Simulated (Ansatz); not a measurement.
Mulliken charges of CH4AlFS (`FC[S][AlH2]`) from ωB97M-V/def2-TZVPP in Ansatz (PBE0-D4/def2-TZVP geometry).

```
atom   x (Å)   y (Å)   z (Å)  charge (e)
  F1   0.832  -0.046   0.715      -0.158
  C2   0.151   1.197   0.295      -0.037
  S3  -1.356   0.696  -0.509      -0.242
 Al4  -0.264  -1.291  -0.396       0.382
  H5   0.880   1.677  -0.355       0.163
  H6  -0.002   1.748   1.220       0.163
  H7   0.731  -1.640  -1.575      -0.140
  H8  -0.879  -2.398   0.549      -0.130
```

Task: By hand: the dipole of these point charges (1 e Å = 4.8032 D).

Result: Σ q r = (0.245, 0.401, 0.138) e Å, of length 0.490 e Å = 2.35 D.

Task: How does the dipole of the full density compare? (An estimate is asked.)

Result: Computed: (0.247, 0.383, 0.178) e Å, 2.35 D; the point charges give 1.00 times that, at 5° from its direction.

Point charges leave out the atoms' own dipoles, such as those of lone pairs, and Mulliken's split depends on the basis, so the close match here is no proof of good charges.
